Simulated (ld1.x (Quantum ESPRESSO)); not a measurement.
# tungsten TM: all-electron and pseudo phase curves

| Quantity | Value |
| --- | --- |
| Element | tungsten |
| Generator | ld1.x (Quantum ESPRESSO) 7.5 |
| Type | norm-conserving Troullier–Martins (Kleinman–Bylander form) |
| Functional | PBE |
| Relativity | scalar-relativistic |
| Frozen core | [Xe] 4f14 |
| Valence charge | 6 |
| Reference configuration | 5d4 6s2 6p0 |
| Partial waves | 6p (bound, empty): rc 3.35 bohr; 5d (bound): rc 2.20 bohr; 6s (bound): rc 2.35 bohr |
| Local potential | the s channel |
| Core correction | none |

The phase is arctan(r·u′/u) with u = r·R(r), unwrapped; energies in Ry, scanned from -2 to 5 Ry. A pole is an energy at which the radial function vanishes at the test radius. The pseudo phase is shifted by a multiple of π to meet the all-electron one at the reference energy, and phase errors are pseudo minus all-electron; the curves can meet again beyond the range given. Levels narrower than the energy grid can be missing from the lists of poles.

```
channel  radius (bohr)  reference energy (Ry)  poles, all-electron  poles, pseudo  unbroken range about the reference energy with phases within 0.05 rad  phase error 1 Ry above the reference energy (rad)
      s           3.63                  -0.42           0.20, 4.47     0.19, 3.44                                                              below 1.3                                             -0.008
      p           3.63                  -0.10                 1.11     1.05, 4.68                                                              below 1.8                                             -0.012
      d           3.63                  -0.33          -0.19, 2.79    -0.19, 3.14                                                              below 0.7                                             +0.041
```

Phases in the p channel:

| E (Ry) | all-electron | pseudo |
| --- | --- | --- |
| -2.00 | 1.356 | 1.354 |
| -1.52 | 1.316 | 1.314 |
| -1.04 | 1.241 | 1.239 |
| -0.56 | 1.052 | 1.050 |
| -0.08 | 0.027 | 0.027 |
| 0.40 | -1.276 | -1.283 |
| 0.88 | -1.515 | -1.526 |
| 1.36 | -1.619 | -1.641 |
| 1.84 | -1.703 | -1.755 |
| 2.32 | -1.821 | -2.021 |
| 2.80 | -2.144 | -3.701 |
| 3.28 | -3.726 | -4.458 |
| 3.76 | -4.411 | -4.604 |
| 4.24 | -4.565 | -4.670 |
| 4.72 | -4.635 | -4.715 |
